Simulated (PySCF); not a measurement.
Correlation energy of Ne⁺ (neon, charge +1)

[He] 2s1 2p6, 2S determinant (an excited configuration). All numbers are calculated (PySCF 2.14, scalar relativity by spin-free X2C-1e, in ANO-RCC-VTZP (4s3p2d1f, 30 functions)). Frozen: nothing; 9 electrons correlated.

```csv
level,correlation energy (mhartree)
CCSD,-314.90
(T),-7.59
CCSD(T),-322.49
```

Diagnostics: T1 = 0.0050, D1 = 0.0139, largest double amplitude 0.062.

Is a single reference adequate?

Yes: T1 lies below 0.03 and no double amplitude reaches 0.07.
